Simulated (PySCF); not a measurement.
SMILES F[SiH](F)CC[Si](Cl)(Cl)Cl (C2H5Cl3F2Si2) (PBE0/def2-SVP optimised geometry):

```
14

Si    -2.540    -2.084    -3.066
F     -1.909    -3.573    -3.082
F     -4.143    -2.247    -2.971
C     -1.912    -1.191    -1.564
C     -0.380    -1.146    -1.496
Si     0.276    -0.252     0.000
Cl    -0.388    -1.158     1.719
Cl     2.327    -0.252     0.000
Cl    -0.384     1.695     0.000
H     -2.209    -1.440    -4.359
H     -2.327    -1.695    -0.674
H     -2.335    -0.171    -1.563
H      0.047    -2.163    -1.479
H      0.054    -0.643    -2.379
```

Method: PBE0/def2-TZVP run with PySCF 2.14.0.

Q: What are the frontier orbital energies and the dipole moment?

A: HOMO-2 -9.68 eV, HOMO-1 -9.36 eV, HOMO -8.82 eV, LUMO -0.22 eV, LUMO+1 0.42 eV; dipole moment 1.25 D.

On the same geometry PBE/def2-TZVP run with PySCF 2.14.0 gives HOMO-2 -8.24 eV, HOMO-1 -7.93 eV, HOMO -7.50 eV, LUMO -1.21 eV, LUMO+1 -0.47 eV; dipole moment 1.14 D.

Meta-Löwdin charges at PBE0/def2-TZVP: Si1 1.34, F2 -0.50, F3 -0.50, C4 -0.49, C5 -0.46, Si6 0.98, Cl7 -0.27, Cl8 -0.27, Cl9 -0.27, H10 -0.12, H11 0.14, H12 0.14, H13 0.14, H14 0.14.
